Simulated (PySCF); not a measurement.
# PbF: frontier orbitals

PBE at R = 2.054 Å; Pb x2c-TZVPPall, F x2c-TZVPPall; spin-free X2C with a Gaussian nucleus (PySCF 2.14). State: doublet, unpaired electrons π ↑, a mixture of terms (⟨Lz²⟩ = 1.9). Only the outer orbitals are listed, counted within each symmetry.

```tsv
spin	orbital	occ.	ε (eV)	on Pb (%)	main shells (%)
α	16σ	1	-12.69	85	84 Pb s, 14 F p
α	17σ	1	-8.17	29	71 F p, 14 Pb p, 14 Pb s
α	9π	1	-8.13	7	93 F p
α	9π	1	-8.08	7	93 F p
α	10π	1	-3.74	95	94 Pb p
α	10π	0	-3.66	95	95 Pb p
α	18σ	0	-1.51	96	87 Pb p
α	5δ	0	3.96	100	100 Pb d
β	16σ	1	-12.27	82	81 Pb s, 17 F p
β	9π	1	-8.11	7	93 F p
β	17σ	1	-8.05	31	69 F p, 17 Pb s, 13 Pb p
β	9π	1	-7.91	6	94 F p
β	10π	0	-3.32	96	95 Pb p
β	10π	0	-2.62	97	96 Pb p
β	18σ	0	-1.20	96	88 Pb p
```

Question: Which are the highest filled and the lowest empty level, where do they sit, and how wide is the gap?

Answer: Highest filled α 10π at -3.74 eV (in %: 94 Pb p); lowest empty α 10π at -3.66 eV (in %: 95 Pb p); the gap at PBE is 0.08 eV. Both belong to one degenerate shell, split only by its one-sided filling, so this is no excitation gap.

| Item | Value |
| --- | --- |
| bond order (Mayer) | 0.85 |
| ⟨S²⟩ | 0.751 |
| charge on Pb (Mulliken, basis-dependent) | 0.46 |
| charge on Pb (Löwdin, basis-dependent) | 0.37 |
| dipole moment (positive dipole means Pb(−)F(+)) | -3.25 D |
| polarisability along the bond | 42.8 bohr³ |
| polarisability across the bond | 34.8 bohr³ |

Spin–orbit coupling is left out, which matters for elements this heavy, above all for dissociation energies. The state is the lowest determinant that a PBE0 search found; another state may lie lower at other levels.
